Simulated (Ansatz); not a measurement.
Geometry optimisation, Ansatz, RKS PBE0/6-31G*.

The input (input.yaml):

```yaml
crystal:
  periodic: [false, false, false]
  atoms:
    - { symbol: B, position_ang: [0.0, 0.0, 0.0] }
    - { symbol: C, position_ang: [0.0, 0.0, 1.95] }
    - { symbol: H, position_ang: [-0.9996, -0.3092, 2.3205] }
    - { symbol: H, position_ang: [0.7676, -0.7111, 2.3205] }
    - { symbol: H, position_ang: [0.232, 1.0203, 2.3205] }
    - { symbol: H, position_ang: [1.0305, 0.0, -0.595] }
    - { symbol: O, position_ang: [-1.2211, 0.0, -0.705] }
    - { symbol: H, position_ang: [-1.7308, -0.8467, -0.4965] }
    - { symbol: F, position_ang: [-0.2075, -1.5233, 0.5108] }
    - { symbol: H, position_ang: [-0.149, -1.0941, 1.5278] }
basis:
  gaussian: { orbitals: "6-31G*" }
hamiltonian:
  xc: pbe0
relax:
  f_tol: 0.15
  max_steps: 25
  restrain:
    - { distance: [0, 8], at: 2.52, k: 30.0 }
    - { distance: [9, 1], at: 2.31, k: 30.0 }
    - { distance: [0, 1], at: 1.6, k: 30.0 }
    - { distance: [9, 8], at: 0.92, k: 30.0 }
```

Command:

```bash
$ ansatz run input.yaml --threads 1 --pin off --max-ram 2048MiB --backend cpu --events-out ev --progress --plain --runs-dir out
```

Q: Where does it end, and by what steps?

A: The run converged. The restraints hold the end off the free minimum. After 15 steps the energy has fallen by 3.422 eV (the restraints' own energy left out); H8 moved furthest, 1.10 Å. Parted: B1–F9 (1.62 → 2.52 Å), C2–H10 (1.18 → 2.31 Å).

```tsv
step	energy less start (eV)	largest force component (eV/Å)	accepted
0	0.0000	4.980	yes
1	-1.1032	2.557	yes
2	-1.2151	6.174	yes
3	-1.5894	5.173	yes
4	-2.3378	3.541	yes
5	-3.0259	1.080	yes
6	-3.2644	0.602	yes
7	-3.3306	0.912	yes
8	-3.3805	0.625	yes
9	-3.4037	0.368	yes
10	-3.4077	0.627	yes
11	-3.4150	0.293	yes
12	-3.4046	0.534	no
13	-3.4210	0.179	yes
14	-3.4188	0.219	no
15	-3.4216	0.181	yes
```

```xyz
10
Properties=species:S:1:pos:R:3
B -0.006 0.008 0.161
C -0.110 0.146 1.745
H -1.062 -0.196 2.172
H 0.715 -0.330 2.294
H -0.022 1.215 1.990
H 1.056 -0.041 -0.395
O -1.085 0.140 -0.649
H -1.912 0.181 -0.151
F -0.091 -2.474 0.599
H 0.240 -2.111 1.388
```

Time of the run: 53 s on 1 thread of Arm Neoverse V1, on a shared host, peak memory 0.16 GiB.
